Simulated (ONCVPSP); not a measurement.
## platinum, ONCV: configuration errors across variants

```json
{
  "Element": "Pt",
  "Generator": "ONCVPSP 4.0.1",
  "Type": "optimised norm-conserving Vanderbilt (ONCV)",
  "Functional": "PBE",
  "Relativity": "scalar-relativistic",
  "Frozen core": "[Kr] 4d10 4f14",
  "Valence charge": "18",
  "Reference configuration": "5s2 5p6 5d9 6s1",
  "Partial waves": "5s+6s: rc 1.60 bohr, ncon 4, nbas 7, qcut 8.2 1/bohr, 2 projectors; 5p: rc 1.85 bohr, ncon 4, nbas 7, qcut 7 1/bohr, 2 projectors, debl 1.3 Ha; 5d: rc 2.10 bohr, ncon 4, nbas 9, qcut 8.1 1/bohr, 2 projectors, debl 3.2 Ha",
  "Local potential": "polynomial inside 1.25 bohr (lpopt 5, dvloc0 0 Ha)",
  "Core correction": "none"
}
```

In the p channel the program set the typed energies aside and used -2.059, 0.250 Ha.

All-electron excitation energies from the reference (eV): (1) 5s2 5p6 5d9 6s0 9.194; (2) 5s2 5p6 5d8 6s0 29.160; (3) 5s2 5p6 5d7 6s0 61.377; (4) 5s2 5p6 5d6 6s0 107.030.

1 further variants failed, have other tests or too few solved ones, and are left out.

Errors AE − PS in meV (a dash: test not solved or not reliable):

```tsv
change	(1)	(2)	(3)	(4)	bound ghosts	GHOST(+) flags above zero
base	-4.1	-5.0	-11	-26	none	s
s: qcut 5.6; p: qcut 4.8; d: qcut 5.5	-3.5	-7.2	+6.7	+70	none	s
s: qcut 7.1; p: qcut 6.1; d: qcut 7	-4.0	-5.1	-6.8	-4.4	none	s, d
s: qcut 9.2; p: qcut 7.9; d: qcut 9.1	-4.1	-4.8	-13	-35	none	s
s: qcut 10; p: qcut 8.5; d: qcut 9.8	-4.0	-4.7	-13	-37	none	s
s: qcut 10.9; p: qcut 9.3; d: qcut 10.8	-3.2	-6.4	-12	-14	none	s
```

Task: Give the same row for: s: qcut 6.4; p: qcut 5.4; d: qcut 6.3.

Result: -3.9, -6.0, -3.0, +19; bound ghosts: none; GHOST(+) flags above zero: s.
